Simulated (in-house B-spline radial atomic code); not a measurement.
Values are calculated unless marked as measured or tabulated.
**Cu ion on Hf atom: potential, deflection and energy transfer**

The pair potential comes from two frozen, spherical free-atom densities (PBE, B-spline radial code, scalar-relativistic past argon): electrostatics plus the change in Thomas-Fermi kinetic and Dirac exchange energy where they overlap, the recipe behind the universal ZBL potential, which averages such potentials (from solid-state densities) over many pairs. It is written V = (Z1 Z2 e²/r) φ(r/a), with e² = 14.3996 eV·Å and a = 0.46850 Å/(Z1^0.23 + Z2^0.23); ZBL's fit is φ = 0.18175 e^(−3.1998x) + 0.50986 e^(−0.94229x) + 0.28022 e^(−0.4029x) + 0.02817 e^(−0.20162x). Where φ falls below 4e-4 it is continued as an exponential.

Masses 63.55 and 178.49 u.

```
x = r/a  φ, this pair     φ, ZBL
    0.1        0.8835     0.8928
   0.25         0.757     0.7647
    0.5        0.6051     0.6096
      1        0.4131     0.4164
    1.5        0.2965     0.2995
      2        0.2195     0.2218
      3         0.128     0.1292
      4       0.07868    0.08026
      5       0.05083    0.05224
    6.5         0.028    0.02914
      8       0.01594    0.01705
     10      0.008002   0.008778
     12      0.004263    0.00474
   14.5      0.002079   0.002328
     17      0.001095   0.001212
     20     0.0005467  0.0005882
```

Question: At x = 0.5 the electrostatic, kinetic and exchange parts are 311415.27, 66089.65 and -1305.03 eV. Find r, V and φ.

Answer: a = 0.46850/(2.1695 + 2.6742) = 0.09673 Å, so r = 0.04836 Å. V = 311415.27 + 66089.65 + (-1305.03) = 376199.89 eV. The bare repulsion is 29 × 72 × 14.3996/0.04836 = 621690 eV, so φ = 0.6051, -0.7 % against ZBL's 0.6096. The kinetic (Pauli) term is 18 % of V here.

Question: The ion comes in at 4.215 keV with impact parameter 0.0484 Å. The scattering integral gives a centre-of-mass angle of 164.3° and a closest approach of 5.043 a. What are the reduced energy, the energy passed on and the laboratory angles?

Answer: ε = E a M2/(Z1 Z2 e² (M1 + M2)) = 4215 × 2.3724e-06 = 0.01. The most that one collision can pass on is γE with γ = 4 M1 M2/(M1 + M2)² = 0.7745. Here T = γE sin²(θ/2) = 0.7745 × 4215 × 0.9815 = 3204 eV. The ion turns by arctan(sin θ/(cos θ + M1/M2)) = 156.0° (second quadrant: it bounces back), and the struck atom leaves at (180° − θ)/2 = 7.8°. The closest approach is 0.488 Å. With ZBL the angle would be 164.45° and T = 3205 eV.
